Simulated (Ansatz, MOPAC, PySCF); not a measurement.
Pair of molecules: C2H6 (SMILES CC) (first 8 atoms) with CH6Si (SMILES C[SiH3]); geometry from B3LYP-D3(BJ)/def2-TZVP, rigid monomers moved along the line of their centres of mass till H5···Si10 is 3.03 Å.
(charge 0, multiplicity 1):
| atom | x (Å) | y (Å) | z (Å) |
|---|---|---|---|
| C | 0.8788 | 0.0867 | 0.4553 |
| C | -0.5102 | 0.6818 | 0.2449 |
| H | 1.5568 | 0.3666 | -0.3534 |
| H | 0.8417 | -1.0033 | 0.4944 |
| H | 1.3262 | 0.4323 | 1.3894 |
| H | -0.4775 | 1.7731 | 0.2272 |
| H | -1.1953 | 0.3836 | 1.0403 |
| H | -0.9429 | 0.3503 | -0.7010 |
| C | -0.4521 | 0.9262 | 3.8305 |
| Si | -0.0883 | -0.9100 | 3.7063 |
| H | 0.0635 | 1.3647 | 4.6869 |
| H | -1.5222 | 1.1016 | 3.9553 |
| H | -0.1267 | 1.4531 | 2.9327 |
| H | 1.3643 | -1.1468 | 3.5256 |
| H | -0.8058 | -1.5126 | 2.5574 |
| H | -0.5232 | -1.6069 | 4.9418 |

Monomers are frozen at their geometry in the pair; levels with a basis set take the counterpoise correction. Rows marked so take none.

Rows in 6-31G* carry no dispersion term and start afresh at each structure (6-31G* with six Cartesian d functions). The state reached by PM6, PM7 isn't checked; PM7 holds dispersion and hydrogen-bond terms.

The values were computed with Ansatz (a quantum-chemistry and plane-wave program); MOPAC for PM6, PM7 (differences of heats of formation); PySCF for 6-31G* rows, the dispersion terms. 

One of these levels gives 3.7 kJ/mol for the interaction energy. Which one is it?
(A) PM6
(B) r2SCAN-D4/def2-TZVPPD
(C) B3LYP/6-31G* (no counterpoise)
(D) PM7

A, PM6. The others give 14.7 (PM7), -3.4 (r2SCAN-D4/def2-TZVPPD), 8.8 (B3LYP/6-31G* (no counterpoise))
